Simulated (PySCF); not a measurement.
**`NN([SiH3])C1CC1`: 4 charge schemes on one density**

Species: C₃H₁₀N₂Si.
Numbering: `[NH2:1][N:2]([SiH3:3])[CH:4]1[CH2:5][CH2:6]1` (hydrogens: H7, H8 on N1; H9, H10, H11 on Si3; H12 on C4; H13, H14 on C5; H15, H16 on C6)

Structure used (GFN2-xTB), in Å, numbered top down from 1:
```xyz
16
C3H10N2Si angstrom
N     -1.1483    1.6090   -0.5102
N     -0.5985    0.3013   -0.5902
Si    -1.7406   -0.9652   -0.3231
C      0.8059    0.2490   -0.3822
C      1.4730   -0.9350    0.2369
C      1.3807    0.3467    1.0094
H     -0.7476    2.1806   -1.2537
H     -0.9021    2.0419    0.3811
H     -1.9650   -1.3027    1.0961
H     -1.2006   -2.1467   -0.9989
H     -2.9692   -0.4571   -0.9131
H      1.3584    0.7702   -1.1658
H      2.4330   -1.2346   -0.1563
H      0.8553   -1.7570    0.5589
H      0.6830    0.3773    1.8335
H      2.2749    0.9311    1.1662
```

Density: PBE0/pcSseg-1 (PySCF); schemes: Mulliken, IAO, Hirshfeld and ESP-fitted. Geometry: GFN2-xTB, one conformer, isolated molecule.

Q: For which atoms does the sign change between the 4 schemes (beyond +0.03 e in one, beyond −0.03 e in another)?

A: For none.

Q: Which atoms carry the lowest charge in the Mulliken, IAO, Hirshfeld and ESP-fitted schemes?

A: The schemes don't all agree: Mulliken N2 (-0.626); IAO N1 (-0.469); Hirshfeld N1 (-0.183); ESP-fitted N1 (-0.791).

Q: What partial charge does each atom carry?

A: In e:

```json
{"atom": "N1", "environment": "hydrazine nitrogen", "Mulliken": "-0.250", "IAO": "-0.469", "Hirshfeld": "-0.183", "ESP-fitted": "-0.791"}
{"atom": "N2", "environment": "hydrazine nitrogen", "Mulliken": "-0.626", "IAO": "-0.422", "Hirshfeld": "-0.138", "ESP-fitted": "-0.111"}
{"atom": "Si3", "environment": "SiH3 silicon", "Mulliken": "+0.622", "IAO": "+0.741", "Hirshfeld": "+0.330", "ESP-fitted": "+0.537"}
{"atom": "C4", "environment": "sp3 carbon bound to nitrogen", "Mulliken": "-0.002", "IAO": "-0.036", "Hirshfeld": "-0.005", "ESP-fitted": "-0.137"}
{"atom": "C5", "environment": "three-membered-ring carbon", "Mulliken": "-0.228", "IAO": "-0.293", "Hirshfeld": "-0.086", "ESP-fitted": "-0.272"}
{"atom": "C6", "environment": "three-membered-ring carbon", "Mulliken": "-0.210", "IAO": "-0.321", "Hirshfeld": "-0.103", "ESP-fitted": "-0.352"}
{"atom": "H7", "environment": "N–H hydrogen", "Mulliken": "+0.179", "IAO": "+0.247", "Hirshfeld": "+0.110", "ESP-fitted": "+0.351"}
{"atom": "H8", "environment": "N–H hydrogen", "Mulliken": "+0.173", "IAO": "+0.234", "Hirshfeld": "+0.102", "ESP-fitted": "+0.361"}
{"atom": "H9", "environment": "Si–H hydrogen", "Mulliken": "-0.119", "IAO": "-0.165", "Hirshfeld": "-0.094", "ESP-fitted": "-0.117"}
{"atom": "H10", "environment": "Si–H hydrogen", "Mulliken": "-0.108", "IAO": "-0.139", "Hirshfeld": "-0.083", "ESP-fitted": "-0.142"}
{"atom": "H11", "environment": "Si–H hydrogen", "Mulliken": "-0.081", "IAO": "-0.109", "Hirshfeld": "-0.076", "ESP-fitted": "-0.106"}
{"atom": "H12", "environment": "methine hydrogen", "Mulliken": "+0.109", "IAO": "+0.131", "Hirshfeld": "+0.037", "ESP-fitted": "+0.158"}
{"atom": "H13", "environment": "methylene hydrogen", "Mulliken": "+0.134", "IAO": "+0.156", "Hirshfeld": "+0.052", "ESP-fitted": "+0.160"}
{"atom": "H14", "environment": "methylene hydrogen", "Mulliken": "+0.150", "IAO": "+0.151", "Hirshfeld": "+0.048", "ESP-fitted": "+0.138"}
{"atom": "H15", "environment": "methylene hydrogen", "Mulliken": "+0.127", "IAO": "+0.148", "Hirshfeld": "+0.044", "ESP-fitted": "+0.167"}
{"atom": "H16", "environment": "methylene hydrogen", "Mulliken": "+0.128", "IAO": "+0.148", "Hirshfeld": "+0.045", "ESP-fitted": "+0.156"}
```

Mean size of the charges over all atoms: ESP-fitted 0.253 e, IAO 0.244 e, Mulliken 0.203 e, Hirshfeld 0.096 e. Each set sums to the total charge, 0, to within 0.001 e. The IAO scheme projects the occupied orbitals on a minimal set of polarised atomic orbitals and counts the electrons in each atom's part of it.

Q: Sum the charges by element, for elements with more than one atom.

A: 
```json
{"element": "N", "atoms": "2", "Mulliken": "-0.876", "IAO": "-0.891", "Hirshfeld": "-0.321", "ESP-fitted": "-0.902"}
{"element": "C", "atoms": "3", "Mulliken": "-0.439", "IAO": "-0.651", "Hirshfeld": "-0.195", "ESP-fitted": "-0.761"}
{"element": "H", "atoms": "10", "Mulliken": "+0.693", "IAO": "+0.801", "Hirshfeld": "+0.185", "ESP-fitted": "+1.126"}
```

Q: How closely do the schemes follow one another over all atoms?

A: Correlation coefficient and root-mean-square difference: IAO with Hirshfeld 0.98, 0.180 e; Mulliken with IAO 0.95, 0.092 e; Mulliken with Hirshfeld 0.92, 0.159 e; IAO with ESP-fitted 0.91, 0.133 e; Hirshfeld with ESP-fitted 0.89, 0.212 e; Mulliken with ESP-fitted 0.76, 0.206 e.

The run behind these numbers computed NMR shieldings as well. Time: 20 s wall. Hardware: an Arm Neoverse V1 with one thread, no GPU, on a shared host.
